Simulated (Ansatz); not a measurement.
The same redistribution along the group B, Al, Ga, In.

Calculated with Ansatz (gas phase, PBE0-D4/def2-TZVP geometries, no zero-point term in ΔE). CBS: MP2 limit from def2 TZ/QZ plus the TZ coupled-cluster correction, frozen cores. This one scheme is used for every species. DFT in def2-TZVPP. def2 core potentials past Kr. For Ga, Ge, In outer-core shells are correlated without core-valence functions, which leaves a few kJ/mol of doubt a bond. Scalar relativity is left out up to krypton. Each species was taken in one conformer, which may not be the lowest.

```json
{"reaction": "`NBN` + `[CH3][GeH2][CH3]` → `BN` + `[CH3][GeH2][CH2]N`", "PBE0-D4 (kcal/mol)": "44.3", "PBE-D4 (kcal/mol)": "43.4"}
{"reaction": "`[NH2][AlH][NH2]` + `[CH3][GeH2][CH3]` → `[NH2][AlH2]` + `[CH3][GeH2][CH2]N`", "PBE0-D4 (kcal/mol)": "42.3", "PBE-D4 (kcal/mol)": "41.4"}
{"reaction": "`[NH2][GaH][NH2]` + `[CH3][GeH2][CH3]` → `[NH2][GaH2]` + `[CH3][GeH2][CH2]N`", "PBE0-D4 (kcal/mol)": "29.9", "PBE-D4 (kcal/mol)": "28.9"}
{"reaction": "`[NH2][InH][NH2]` + `[CH3][GeH2][CH3]` → `[NH2][InH2]` + `[CH3][GeH2][CH2]N`", "PBE0-D4 (kcal/mol)": "22.5", "PBE-D4 (kcal/mol)": "22.5"}
```

Q: Give the CCSD(T)/CBS values in the same order. (An estimate is asked.)

A: Computed: 43.9, 44.1, 32.6, 25.9 kcal/mol.

Largest T1 diagnostic: 0.016, for `[NH2][InH2]`.
